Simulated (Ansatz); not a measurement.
Basis sets compared for nido-B6H10 (SH for H, site b on B) (B₆H₁₀S). Charge 0, multiplicity 1. Geometry PBE0-D4/def2-SVP. Ansatz on 4 threads of Arm Neoverse V1 on a shared host; times are rough, and most runs start from earlier orbitals.

```xyz
17

B    -0.831    1.495   -0.414
B    -0.245    0.195   -1.403
B    -0.045   -0.506    1.341
B     0.333   -1.128   -0.314
B     0.619    0.549    0.092
B    -0.712    1.088    1.183
S     1.560   -2.432   -0.740
H    -0.888    2.563   -0.960
H     0.059    0.230   -2.562
H     0.416   -1.018    2.321
H     2.635   -1.635   -0.569
H     1.740    0.978    0.120
H    -0.655    1.766    2.172
H    -1.505    0.589   -1.138
H    -0.648   -1.102   -1.205
H    -0.521   -1.559    0.606
H    -1.314   -0.074    1.471
```

Another isomer (singlet) lies 0.22 eV lower at PBE0-D4/def2-TZVP; other spin states weren't run for this one.

Binding counts from free atoms (B doublet, S triplet, H doublet) in the same basis, without a counterpoise term.

```csv
level,functions,energy (Eh),HOMO (eV),LUMO (eV),binding per atom (eV),wall time
PBE-D4/def2-SVP,152,-552.6685,-6.20,-2.31,3.83,2.1 s
PBE0-D4/def2-SVP,152,-552.7561,-7.45,-1.46,3.81,2.8 s
```

**Question.** Estimate the rows for PBE-D4/def2-TZVP (with forces), PBE0-D4/def2-TZVP.

**Answer.** 
```tsv
level	functions	energy (Eh)	HOMO (eV)	LUMO (eV)	binding per atom (eV)	wall time
PBE-D4/def2-TZVP (with forces)	283	-552.9669	-6.37	-2.41	3.80	5.5 s
PBE0-D4/def2-TZVP	283	-553.0469	-7.54	-1.53	3.77	7 s
```
